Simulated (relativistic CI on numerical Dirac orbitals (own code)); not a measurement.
**Au²⁺: resonant inelastic scattering at the L2,3 edge**

Computed with this model: Dirac-Coulomb-Breit CI, orbitals from a KLI potential per configuration, a model potential for QED, valence Slater integrals scaled by 0.8, Kramers-Heisenberg scattering through one core-hole configuration in a parametric crystal field; configurations [Xe] 4f14 5d9 → [He] 2s2 2p5 3s2 3p6 3d10 4s2 4p6 4d10 4f14 5s2 5p6 5d10; 300 K; core-hole width 3 eV; summed over polarisations. Incident energies are the highest absorption maxima for each field (at most a few, so the weaker spin-orbit partner edge can be absent), on the computed scale of the free ion. Intensities are in per cent of the strongest line above 0.02 eV; levels within 1 cm⁻¹ are merged; final levels count from the ground level, the first row holds all elastic scattering, lines under 0.4 are left out and each table stops after 24 rows. The scale of the Slater integrals is a model choice and moves the terms in proportion.

Field parameters in Wybourne normalisation: Oh B⁴₀ = 21Dq, B⁴₄ = √(5/14) B⁴₀. The field is a parameter set, without covalency.

S is read from ⟨S²⟩ = S(S + 1).

Oh, 10Dq = 5500 cm⁻¹:

```tsv
Final level (eV)	Degeneracy	Irrep	S	11913.4 eV
0.000	4	Γ8	0.50	193.7
0.475	2	Γ7	0.50	100.0
1.762	4	Γ8	0.50	38.4
```

Oh, 10Dq = 12450 cm⁻¹:

| Final level (eV) | Degeneracy | Irrep | S | 11913.7 eV |
| --- | --- | --- | --- | --- |
| 0.000 | 4 | Γ8 | 0.50 | 180.4 |
| 1.201 | 2 | Γ7 | 0.50 | 100.0 |
| 2.353 | 4 | Γ8 | 0.50 | 51.8 |

Oh, 10Dq = 19400 cm⁻¹:

| Final level (eV) | Degeneracy | Irrep | S | 11914.2 eV |
| --- | --- | --- | --- | --- |
| 0.000 | 4 | Γ8 | 0.50 | 170.0 |
| 1.993 | 2 | Γ7 | 0.50 | 100.0 |
| 3.075 | 4 | Γ8 | 0.50 | 62.2 |

For the first field the strongest loss at the lowest incident energy is the level at 0.47 eV (S = 0.50, against 0.50 in the thermal ground state).
